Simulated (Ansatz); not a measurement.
A structure relaxed at PBE0-D4/def2-TZVP, charge 0, multiplicity 1:

Cartesian coordinates in Å:
```
B 0.385 0.031 1.429
As -0.603 0.774 -0.108
N -0.371 -0.388 -1.535
H 0.482 -1.149 1.592
H 0.752 0.791 2.274
H 0.384 1.859 -0.498
H -1.264 -0.751 -1.839
H 0.236 -1.166 -1.316
```

Q: Give its formula and SMILES.

A: AsBH5N, `B[AsH]N`.

Q: Summarise the bond lengths by kind.

A: 1 × As–B 1.972 Å; 2 × B–H 1.194 to 1.195 Å; 1 × As–N 1.855 Å; 1 × As–H 1.518 Å; 2 × H–N 1.010 to 1.011 Å.

Computed with Ansatz.
